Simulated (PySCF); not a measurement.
## CeO₂, singlet: computed properties

These are results of PBE/[Ce def2-TZVP with ECP28, O def2-TZVP], scalar-relativistic core potentials, density fitting, no spin–orbit coupling, PySCF, not measurements.

The structure is a minimum.

```json
{"Point group": "C2v", "Bond lengths": "Ce–O 1.831 Å (×2)", "Bond angles": "O–Ce–O 133.0°", "Rotational constants": "1.213, 0.187, 0.162 cm⁻¹", "Principal quadrupole moments (Buckingham, traceless) about the centre of mass": "-18.61, 7.12, 11.48 D Å", "Principal polarisabilities": "24.9, 30.8, 54.6 bohr³", "Highest occupied level": "-5.17 eV", "Rotational symmetry number": "2", "Lowest empty level": "-3.08 eV", "Enthalpy at 298.15 K above 0 K": "12.31 kJ/mol", "Heat capacity Cp at 298.15 K": "47.3 J/(mol K)", "Zero-point energy": "9.8 kJ/mol", "Dipole moment": "4.40 D", "Entropy at 298.15 K and 1 bar": "281.3 J/(mol K)"}
```

Harmonic modes (masses in u: Ce 139.905, O 15.995):
```tsv
symmetry	ω (cm⁻¹)	IR (km/mol)	type
a1	98	43.2	bend
b2	770	384	stretch
a1	774	65.0	stretch
```

In C2v the vibrations span 2a1 + b2. Here b1 is antisymmetric to the molecular plane and b2 lies in it.

Charges (e):
| atom | Mulliken | Löwdin | polar tensor | Mayer order to Ce1 |
| --- | --- | --- | --- | --- |
| Ce1 | 0.87 | 0.46 | 1.98 | – |
| O2,3 | -0.43 | -0.23 | -0.99 | 2.20 |

Mulliken populations on Ce1 (electrons outside its core potential): s 4.03, p 12.05, d 11.65, f 1.37.

Formally Ce is in oxidation state +4, with 0 electrons left for the f, d and s shells; the Mulliken f population is 1.37.

Only a few start shapes were tried, so a lower isomer may exist.

The final relaxation and frequency run took 60 s on 4 threads of a shared Arm Neoverse V1 host, with 155 basis functions and 11 gradients; the process peaked at 1.6 GiB. Launch command: `OMP_NUM_THREADS=4 python axn.py task.json out`.
